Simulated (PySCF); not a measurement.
CaF, SMILES [F][Ca+], charge +1. Atoms are numbered in the order given.

```xyz
2

Ca     0.0000     0.0000    -0.5852
F      0.0000     0.0000     1.3005
```
Charge +1, spin multiplicity 1.

Geometry optimised at B3LYP-D3(BJ)/def2-TZVPD. The multiplicity is an assumed one; other spin states were not compared.

Method: C-PCM-PBE0/def2-TZVPD in PySCF 2.14.0.

The values are the electrostatic part of the solvation free energy, E(continuum) − E(gas) at the gas-phase geometry, in a cavity of scaled van der Waals radii (PySCF's table); cavitation and dispersion terms are not included. A continuum can't describe solvent molecules that bind to the metal. In vacuum the orbital gap is 7.89 eV.

```json
[
 {"solvent": "water", "ε": "78.36", "ΔG(elec) (kcal/mol)": "-73.4", "gap (eV)": "9.25"},
 {"solvent": "N,N-dimethylformamide", "ε": "37.22", "ΔG(elec) (kcal/mol)": "-72.3", "gap (eV)": "9.22"},
 {"solvent": "toluene", "ε": "2.37", "ΔG(elec) (kcal/mol)": "-42.6", "gap (eV)": "8.65"}
]
```
